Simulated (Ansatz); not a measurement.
`FC(F)(F)c1ccc(-c2ccc(-c3ccc(-c4ccc(C(F)(F)F)nc4)nc3)nc2)nc1`. Total charge 0; triplet. Geometry PBE-D4/def2-SVP, that of the neutral singlet; atoms count from 1.

```xyz
44

F    -8.8134    4.2712    1.0708
C    -8.3216    3.7636   -0.0851
F    -8.3666    4.7573   -1.0070
F    -9.1639    2.7913   -0.5028
C    -6.9171    3.2452    0.0933
C    -6.0350    3.8450    1.0054
C    -4.7289    3.3615    1.0980
C    -4.3270    2.2851    0.2719
C    -2.9563    1.7231    0.3110
C    -1.9223    2.2364    1.1204
C    -0.6609    1.6409    1.0957
C    -0.4355    0.5263    0.2550
C     0.8738   -0.1610    0.1773
C     2.0129    0.2351    0.9080
C     3.2062   -0.4759    0.7747
C     3.2553   -1.5896   -0.0939
C     4.4830   -2.4004   -0.2893
C     4.4846   -3.4589   -1.2213
C     5.6433   -4.2184   -1.4027
C     6.7732   -3.8909   -0.6362
C     8.0756   -4.6646   -0.7712
F     7.9723   -5.6436   -1.7051
F     9.0907   -3.8539   -1.1388
F     8.4204   -5.2490    0.3967
N     6.7975   -2.8938    0.2595
C     5.6851   -2.1744    0.4238
N     2.1677   -1.9705   -0.8018
C     1.0325   -1.2866   -0.6703
N    -1.4246    0.0316   -0.5249
C    -2.6254    0.6057   -0.4962
N    -5.1891    1.7086   -0.5963
C    -6.4363    2.1713   -0.6799
H    -6.3747    4.6753    1.6417
H    -4.0321    3.8172    1.8145
H    -2.0898    3.1050    1.7740
H     0.1404    2.0449    1.7293
H     1.9808    1.1019    1.5840
H     4.0920   -0.1597    1.3421
H     3.5601   -3.6562   -1.7827
H     5.6774   -5.0482   -2.1216
H     5.7497   -1.3710    1.1780
H     0.1628   -1.6197   -1.2603
H    -3.4099    0.1786   -1.1424
H    -7.1074    1.6645   -1.3950
```

Single mean-field runs in def2-TZVP are fitted with def2-universal-jkfit. At PBE0-D4/def2-TZVP a singlet of charge 0 lies 2.70 eV below the triplet at the same geometry.

(1) Estimate the Mulliken populations of the heavy atoms from the PBE0/def2-TZVP orbitals of Ansatz.

(2) Where does the spin sit?

(3) And the Mayer bond orders between heavy atoms (over 0.3)?

Answers

(1) 
```tsv
atom	charge (e)	spin (α − β)
F1	-0.16	0.00
C2	0.44	-0.01
F3	-0.16	0.00
F4	-0.16	0.00
C5	0.05	0.17
C6	-0.18	-0.06
C7	-0.20	0.14
C8	0.24	-0.05
C9	0.13	0.37
C10	-0.18	-0.04
C11	-0.20	0.19
C12	0.27	0.21
C13	0.11	0.19
C14	-0.19	0.15
C15	-0.20	-0.03
C16	0.33	0.35
C17	0.02	-0.07
C18	-0.19	0.13
C19	-0.14	-0.08
C20	0.09	0.15
C21	0.43	-0.01
F22	-0.17	0.00
F23	-0.15	0.00
F24	-0.15	0.00
N25	-0.19	-0.06
C26	-0.09	0.13
N27	-0.21	-0.06
C28	-0.13	0.19
N29	-0.21	0.08
C30	-0.13	0.01
N31	-0.22	0.10
C32	-0.11	-0.07
```
Mulliken values depend strongly on the basis.

(2) Summed by element: F 0.01, C 1.98, N 0.05, H -0.04, of 2 unpaired in all. Largest on single atoms: C9 0.37, C16 0.35, C12 0.21.

(3) F1–C2 1.14 (1.35 Å); C2–F3 1.16 (1.36 Å); C2–F4 1.15 (1.35 Å); C2–C5 1.01 (1.51 Å); C5–C6 1.33 (1.40 Å); C5–C32 1.31 (1.41 Å); C6–C7 1.47 (1.40 Å); C7–C8 1.33 (1.42 Å); C8–C9 1.10 (1.48 Å); C8–N31 1.30 (1.35 Å); C9–C10 1.18 (1.41 Å); C9–C30 1.17 (1.42 Å); C10–C11 1.60 (1.40 Å); C11–C12 1.18 (1.41 Å); C12–C13 1.23 (1.48 Å); C12–N29 1.19 (1.35 Å); C13–C14 1.15 (1.41 Å); C13–C28 1.15 (1.42 Å); C14–C15 1.61 (1.40 Å); C15–C16 1.19 (1.41 Å); C16–C17 1.06 (1.48 Å); C16–N27 1.23 (1.35 Å); C17–C18 1.33 (1.41 Å); C17–C26 1.28 (1.42 Å); C18–C19 1.42 (1.40 Å); C19–C20 1.35 (1.40 Å); C20–C21 1.02 (1.52 Å); C20–N25 1.39 (1.34 Å); C21–F22 1.13 (1.36 Å); C21–F23 1.17 (1.35 Å); C21–F24 1.17 (1.35 Å); N25–C26 1.58 (1.33 Å); N27–C28 1.69 (1.33 Å); N29–C30 1.72 (1.33 Å); N31–C32 1.59 (1.33 Å).
